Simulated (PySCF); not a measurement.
Compound: cyclo-(Me2SiS)2, C4H12S2Si2.
Bonds: Si1–C2, Si1–C3, Si1–S4, Si1–S8, S4–Si5, Si5–C6, Si5–C7, Si5–S8. Hydrogens: H9, H10, H11 on C2; H12, H13, H14 on C3; H15, H16, H17 on C6; H18, H19, H20 on C7.

Method: PBE0-D3(BJ)/def2-SVP geometry optimisation, gas phase (PySCF 2.14.0).

**Question.** List the bond lengths, angles and torsions at this level.

**Answer.** 
```csv
bond,length (Å)
Si1–C2 and 3 like bonds,1.867
Si1–S4 and 3 like bonds,2.165
C2–H9 and 11 like bonds,1.101
```

Bonds in one row agree within 0.01 Å and their mean is given. A selection of angles:
```csv
angle,degrees
C2–Si1–C3,111.3
C2–Si1–S4,111.6
S4–Si1–S8,98.5
Si1–C2–H9,110.5
H9–C2–H10,108.6
H9–C2–H11,108.5
Si1–S4–Si5,81.5
S4–Si5–S8,98.5
Si5–C6–H16,110.5
```

Torsions: C2–Si1–S4–Si5 117° (anticlinal); C2–Si1–S8–Si5 -117° (anticlinal); Si1–S4–Si5–C6 -117° (anticlinal); S4–Si5–S8–Si1 0° (synperiplanar).

All 4 C–Si bonds measure 1.867 Å. All 4 S–Si bonds measure 2.164 to 2.166 Å. Si1 (silicon bonded to 2 C and 2 S) is distorted tetrahedral (angles from 98.5° to 111.8°).

Whether it is a minimum is left open (no frequencies). The numbers are those of one conformer.
